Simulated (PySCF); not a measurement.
C4H5BFN, SMILES C#CB(F)/C=N/C.

Geometry: B3LYP-D3(BJ)/def2-SVP. The structure was generated by enumeration; whether it is a known compound was not checked. Other conformers were not sampled.

Two levels are set side by side: PBE/def2-TZVP (PySCF) and ωB97X/def2-TZVP (PySCF). Same geometry, gas phase. Differences are taken from unrounded values.

```tsv
quantity	PBE
orbital gap (eV)	2.61
highest occupied level (eV)	-5.95
lowest empty level (eV)	-3.34
dipole moment (D)	2.60
mean polarisability (bohr³)	74.4
```

### Question
These are the PBE values. What does ωB97X give? (The exact figures need the calculation; the answer reports its results.)

### Answer

```csv
quantity,ωB97X,PBE minus ωB97X
orbital gap (eV),9.66,-7.05
highest occupied level (eV),-9.93,3.98
lowest empty level (eV),-0.27,-3.08
dipole moment (D),2.83,-0.23
mean polarisability (bohr³),68.5,6.0
```

PBE's occupied levels lie high since its potential decays too fast outside the molecule; exact exchange lowers them and widens the gap. Loosely held outer electrons make PBE densities more polarisable. Differences between two approximate levels are no errors against the true value.

Rough cost on one machine, each run with all the roots and properties that it gave: ωB97X against PBE within a factor of 2.
